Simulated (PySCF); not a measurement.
First SCF of a structure search on singlet HGe(OH), at a hand-made linear (heavy-atom frame) geometry. PySCF input:

```python
from pyscf import gto, scf, dft
mol = gto.M(atom='''
Ge     0.000000     0.000000     0.000000
H      0.000000     0.000000     1.530000
O      0.000000     0.000000    -1.840000
H      0.735400     0.000000    -2.457100''',
    basis={'Ge': 'def2-TZVP', 'H': 'def2-TZVP', 'O': 'def2-TZVP'},
    charge=0, spin=0)
mf = dft.RKS(mol, xc='PBE0')
mf.grids.atom_grid = (50, 194)
aux = {'Ge': 'def2-universal-JKFIT', 'H': 'def2-universal-JKFIT', 'O': 'def2-universal-JKFIT'}
mf = mf.density_fit(auxbasis=aux)
mf.conv_tol = 1e-08
mf.diis_space = 10
mf.max_cycle = 60
mf.init_guess = 'minao'
mf.verbose = 4
mf.kernel()
```

Excerpt of the output (cycles and frontier levels):

```
init E= -2152.4073106206
  HOMO = -0.162574664230753  LUMO = -0.112790965378869  gap/eV = 1.35468
cycle= 1 E= -2152.77447237936  delta_E= -0.367  |g|= 1.07  |ddm|=  2.5
  HOMO = -0.132219681430229  LUMO = -0.0453375244623291  gap/eV = 2.36418
cycle= 2 E= -2149.92854661046  delta_E= 2.85  |g|= 3.17  |ddm|=  2.8
  HOMO = -0.149645314376521  LUMO = -0.0980317262423172  gap/eV = 1.40448
cycle= 3 E= -2152.90237770973  delta_E= -2.97  |g|= 0.481  |ddm|= 2.58
  HOMO = -0.163977115001202  LUMO = -0.108133042361227  gap/eV = 1.51959
cycle= 4 E= -2152.95941443401  delta_E= -0.057  |g|= 0.201  |ddm|=  0.8
  HOMO = -0.171480641798524  LUMO = -0.114514613838614  gap/eV = 1.55012
cycle= 5 E= -2152.96399692935  delta_E= -0.00458  |g|= 0.0594  |ddm|= 0.197
  HOMO = -0.166054870678217  LUMO = -0.107824177479309  gap/eV = 1.58454
cycle= 6 E= -2152.96495962701  delta_E= -0.000963  |g|= 0.0265  |ddm|= 0.091
  HOMO = -0.166695176814414  LUMO = -0.10764974638844  gap/eV = 1.60671
cycle= 7 E= -2152.96512197052  delta_E= -0.000162  |g|= 0.0083  |ddm|= 0.0184
  HOMO = -0.166893407621551  LUMO = -0.107590188530101  gap/eV = 1.61372
cycle= 8 E= -2152.96514662453  delta_E= -2.47e-05  |g|= 0.00423  |ddm|= 0.0255
  HOMO = -0.166798510772828  LUMO = -0.107527374419131  gap/eV = 1.61285
cycle= 9 E= -2152.96515252445  delta_E= -5.9e-06  |g|= 0.00194  |ddm|= 0.00609
  HOMO = -0.166787312787278  LUMO = -0.107524085472137  gap/eV = 1.61263
cycle= 10 E= -2152.96515503826  delta_E= -2.51e-06  |g|= 0.000562  |ddm|= 0.0099
  HOMO = -0.166792160277069  LUMO = -0.107528085170263  gap/eV = 1.61266
cycle= 11 E= -2152.9651552048  delta_E= -1.67e-07  |g|= 6.5e-05  |ddm|= 0.00275
  HOMO = -0.166791407158875  LUMO = -0.107530148321163  gap/eV = 1.61258
cycle= 12 E= -2152.96515520595  delta_E= -1.15e-09  |g|= 1.88e-05  |ddm|= 0.000147
  HOMO = -0.16679073741696  LUMO = -0.107528093518741  gap/eV = 1.61262
Extra cycle  E= -2152.96515520565  delta_E= 2.96e-10  |g|= 4.41e-05  |ddm|= 6.48e-05
converged SCF energy = -2152.96515520565
```

No lower solution of this spin was found from smeared starts or by a stability analysis within the restricted form, which does not test spin polarisation.

The search for the lowest solution, 3 starts and the stability check together, took 5.6 s on 2 threads of a shared Arm Neoverse V2 host, with 91 basis functions; the process peaked at 0.43 GiB. Launch command: `OMP_NUM_THREADS=2 python axn.py task.json out`.
